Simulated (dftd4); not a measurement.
C$_{7}$H$_{7}$O (SMILES [CH2]c1ccc(O)cc1), doublet, geometry from GFN2-xTB; D4 for revpbe (dftd4).

dftd4 was given this input:
```
$ dftd4 mol.xyz --func revpbe --charge 0 --json dftd4.json --noedisp

# file mol.xyz
15

C     -2.81833807     0.03397709     0.26148815
C     -1.44794666     0.01348822     0.13373045
C     -0.73747723    -1.19644166    -0.11732029
C      0.62360438    -1.21406958    -0.24379064
C      1.36015996    -0.02882335    -0.12811178
O      2.71076913    -0.09396390    -0.26095173
C      0.69322948     1.17480608     0.11800935
C     -0.67015173     1.20070481     0.24596333
H     -3.34723011     0.95028899     0.45078219
H     -3.39927232    -0.86602155     0.17561694
H     -1.30033477    -2.11331226    -0.20743510
H      1.15912017    -2.13115614    -0.43380630
H      3.09387677     0.78606077    -0.16017153
H      1.26685654     2.08935354     0.20678696
H     -1.17765005     2.13464818     0.43602923
```

### Question
Predict the main parts of the log of this dftd4 run.

### Answer

```
                    ____  _____ _____     ____  _  _
      -------------|  _ \|  ___|_   _|---|  _ \| || |------------
     |             | | | | |_    | | ___ | | | | || |_           |
     |             | |_| |  _|   | ||___|| |_| |__   _|          |
     |             |____/|_|     |_|     |____/   |_|            |
     |             ===================================           |
     |            E. Caldeweyher, S. Ehlert & S. Grimme          |
     |          Mulliken Center for Theoretical Chemistry        |
     |                    University of Bonn                     |
      -----------------------------------------------------------

Rational (Becke-Johnson) damping: revpbe-D4-ATM
---------------------
  s6         1.0000
  s8         1.7468
  s9         1.0000
  a1         0.5363
  a2         3.0726
 alp        16.0000
--------------------

Dispersion energy:      -4.9198512969705E-02 Eh

[Info] JSON dump of results written to 'dftd4.json'
```
